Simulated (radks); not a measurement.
Species: Cr IV. Configuration: [Ar] 3d2 4p1 (not the ground configuration). Method: scalar-relativistic Kohn-Sham, r2SCAN, spin-polarised, spherical densities, finite nucleus; open shells are filled with parallel spins first; meta-GGA in the generalised Kohn-Sham scheme; Fermi nuclear charge, rms radius 3.6452 fm; computed with a radial shooting solver on a logarithmic mesh with Libxc functionals.

Normalised radial functions P(r) = r R(r), r in bohr:

```
   r/bohr * 3p up, o 3p down (the largest magnitude, 1.13, reaches the edge; | marks zero, & curves that meet)
 0.005263                             &
 0.006853                             &
 0.008923                             &
  0.01162                             &
  0.01513                             |&
   0.0197                             |&
  0.02565                             | &
   0.0334                             |  &
  0.04349                             |   &
  0.05664                             |     &
  0.07316                             |        &
  0.09526                             |          &
    0.124                             |            &
   0.1615                             |             &
   0.2103                             |           &
   0.2739                             |     &
   0.3566                          &  |
   0.4643               &             |
   0.6046     *o                      |
   0.7873  &                          |
    1.025     &                       |
    1.335             &               |
    1.724                     &       |
    2.245                          &  |
    2.924                            &|
    3.807                             &
    4.957                             &
    6.455                             &
    8.405                             &
```

3p up: eigenvalue -95.307 eV, 1 radial node at r = 0.329 bohr, <r> = 0.918 bohr, 90 % of the charge inside 1.40 bohr. 3p down: eigenvalue -91.895 eV, 1 radial node at r = 0.329 bohr, <r> = 0.922 bohr, 90 % of the charge inside 1.40 bohr.
